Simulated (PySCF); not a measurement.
A structure optimised at PBE-D3(BJ)/def2-SVP, used in a PySCF frequency run:

```xyz
5

F      1.3131    -0.8264    -1.3016
Si     0.3975    -0.5486     0.0000
F      1.3131    -0.8264     1.3016
Cl    -1.1734    -1.8476     0.0000
Br    -0.2644     1.5419     0.0000
```
Charge 0, spin multiplicity 1.

Write its SMILES, formula and point group.

F[Si](F)(Cl)Br, BrClF₂Si, Cs

What are its rotational constants (standard atomic weights)?

2.6787, 1.2352, 1.0774 GHz
